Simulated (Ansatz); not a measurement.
`C=CC(=O)OC1CCOC1=O`. Total charge 0; spin multiplicity 1. Geometry: relaxed with PBE0-D4/def2-TZVP. It is one conformer, not always the lowest.

```xyz
19

C     0.253    3.887    0.547
C     0.761    2.710    0.211
C     0.009    1.469    0.478
O    -1.066    1.389    1.009
O     0.700    0.398    0.037
C     0.094   -0.852    0.265
C    -0.869   -1.313   -0.809
C    -0.715   -2.822   -0.707
O     0.640   -3.047   -0.294
C     1.164   -1.936    0.258
O     2.277   -1.868    0.670
H     0.790    4.809    0.362
H    -0.721    3.947    1.020
H     1.730    2.604   -0.261
H    -0.390   -0.850    1.248
H    -0.520   -0.954   -1.780
H    -1.891   -0.972   -0.650
H    -0.863   -3.346   -1.650
H    -1.381   -3.253    0.046
```

Problem. What is the dipole moment at ωB97M-V/def2-TZVPP? (Estimate.)

Solution. The calculation gave: 3.69 D, with components (-2.83, 1.38, -1.93) D in this frame, pointing from negative to positive charge.

Problem. And with PBE, r2SCAN, B3LYP? (Estimate.)

Solution. The calculation gave: PBE 3.45 D, r2SCAN 3.59 D, B3LYP 3.67 D.

Problem. Give the Mulliken charges with ωB97M-V, B3LYP, r2SCAN in def2-TZVPP. (An estimate is asked.)

Solution. Ansatz gave: 
| atom | ωB97M-V | B3LYP | r2SCAN |
| --- | --- | --- | --- |
| C1 | -0.16 | -0.17 | -0.10 |
| C2 | -0.19 | -0.19 | -0.20 |
| C3 | 0.38 | 0.35 | 0.40 |
| O4 | -0.35 | -0.34 | -0.36 |
| O5 | -0.24 | -0.25 | -0.24 |
| C6 | 0.06 | 0.14 | 0.17 |
| C7 | -0.22 | -0.18 | -0.10 |
| C8 | -0.03 | 0.02 | 0.11 |
| O9 | -0.20 | -0.22 | -0.22 |
| C10 | 0.25 | 0.23 | 0.26 |
| O11 | -0.27 | -0.25 | -0.29 |
| H12 | 0.12 | 0.12 | 0.10 |
| H13 | 0.13 | 0.13 | 0.11 |
| H14 | 0.13 | 0.13 | 0.10 |
| H15 | 0.12 | 0.09 | 0.06 |
| H16 | 0.12 | 0.08 | 0.05 |
| H17 | 0.12 | 0.11 | 0.07 |
| H18 | 0.11 | 0.10 | 0.05 |
| H19 | 0.12 | 0.10 | 0.05 |

B3LYP here is the variant with VWN-RPA as its local correlation; programs differ in this.
